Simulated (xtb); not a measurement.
C₂H₆SZn, charge +1, doublet, at a GFN2-xTB geometry (such geometries of metal compounds can be far from the true shape) (a state made from the parent by changing its charge; the spin is typed, not shown lowest), atoms displaced at random by about 0.1 Å a coordinate. Base run: GFN1-xTB (xtb 6.7.1).

The xtb input:
```
$ xtb mol.xyz --gfn 1 --chrg 1 --uhf 1 --opt --json

# file mol.xyz
10

Zn    -0.25975713    -0.19497488     0.50583914
C      0.61327752    -1.82069973    -0.64145039
C      0.80275469    -1.56956854    -2.19959881
H     -0.00252640    -2.85064832    -0.30235506
H      1.81296222    -1.91862706    -0.13597183
H      1.30609495    -0.84062689    -2.75591989
H     -0.17813837    -1.34060085    -2.52859968
H      1.39068962    -2.64827045    -2.52545166
S     -0.44141274     1.96616677     0.70753239
H     -1.37787052     1.86270192     1.77738611
```

Variants of this job, named by their change:

```csv
change,ΔE vs base (kcal/mol),optimiser steps
base,0.000,17
alpb = acetone,-52.59,17
opt level = sloppy,0.077,7
opt level = loose,0.062,8
alpb = ether,-45.43,15
opt level = crude,0.131,6
opt level = tight,-0.028,29
engine = inertial,0.056,-
opt level = extreme,-0.066,74
opt level = vtight,-0.066,73
```
